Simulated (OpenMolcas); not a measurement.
**Cr2+: effect of the active space**

```
Program             : OpenMolcas 26.06
Method              : CASSCF
Basis               : ANO-R3
Scalar Hamiltonian  : X2C, finite nucleus
Spin-orbit coupling : state interaction with AMFI integrals over the reference wave functions, term energies averaged over their components
```

A. 4 electrons in 5 orbitals (3d); 2S+1 = 5 even, 5 roots; 2S+1 = 3 even, 45 roots; 2S+1 = 1 even, 50 roots; cost roughly 21 core-seconds
B. 4 electrons in 6 orbitals (3d 4s); 2S+1 = 5 even, 15 roots; 2S+1 = 3 even, 90 roots kept (CI in the orbitals of an earlier block); 2S+1 = 1 even, 84 roots kept (CI in the orbitals of an earlier block); cost roughly 50 core-seconds

Energies in cm⁻¹ above 3d⁴ ⁵D₀, the measured ground level; measured values from Sugar and Corliss, J. Phys. Chem. Ref. Data 6, 317 (1977).

```
     Level      A      B  Measured
   3d⁴ ⁵D₀    0.0    0.0       0.0
   3d⁴ ⁵D₁   64.9   69.3      62.2
   3d⁴ ⁵D₂    193    206       183
   3d⁴ ⁵D₃    380    405       357
   3d⁴ ⁵D₄    622    663       576
   3d⁴ ³H₄  20008  21062     17274
   3d⁴ ³H₅  20141  21206     17397
   3d⁴ ³H₆  20293  21371     17531
3d⁴ ³P₀(1)  21689  22809     16771
3d⁴ ³P₁(1)  22072  23225     17169
3d⁴ ³P₂(1)  22779  23989     17851
3d⁴ ³F₂(1)  22988  24212     18452
3d⁴ ³F₃(1)  23041  24270     18511
3d⁴ ³F₄(1)  23120  24356     18583
   3d⁴ ³G₃  25220  26603     20704
   3d⁴ ³G₄  25383  26779     20853
   3d⁴ ³G₅  25532  26940     20996
   3d⁴ ¹I₆  30012  31682     26015
3d⁴ ¹G₄(1)  31599  33380     25139
   3d⁴ ³D₃  32589  34437     25726
   3d⁴ ³D₂  32644  34496     25781
   3d⁴ ³D₁  32700  34557     25848
3d⁴ ¹D₂(1)  39293  41599     32152
   3d⁴ ¹F₃  45419  48196     37005
```

Deviations, from unrounded energies. A percentage is the sum of absolute deviations over the sum of measured energies, with the sign that they share, or ± where signs differ.

```
                        Against measurement  Levels      A      B
             mean absolute deviation (cm-1)      23   4200   5500
      fine structure of the ground term (%)       4   +6.9  +14.0
other terms of the ground configuration (%)      19  +23.1  +29.9
```

A lies closest to measurement on these levels. The largest miss of A in the table is 3d⁴ ¹F₃, by +8400 cm-1. The ranking rests on the paired levels alone, and a cruder setting can come out closer through cancelling errors.

The spin-orbit steps hold different terms of 3d⁴ (B lacks a ¹S), which shifts levels as well.

Between A and B the level of the table that moves most is 3d⁴ ¹F₃, by 2800 cm-1 (lowest in A, highest in B).

Without dynamic correlation excited terms often stand tens of per cent too high (terms of higher spin than the ground term too low), and those without a measured partner can miss by more than the paired ones. Terms from blocks run as CI alone lack orbitals of their own (holds for B). Computed and measured levels are paired by configuration, term and J; levels that our copy of the source lacks, or whose pairing is in doubt (as where it misses far off the trend of its configuration), stay unpaired and out of the deviations. Levels of configurations outside the active space are missing. The table leaves out levels that lie high or whose names do not pair safely across all columns.

A number in round brackets counts repeated terms of one configuration in the order of the reference energies.
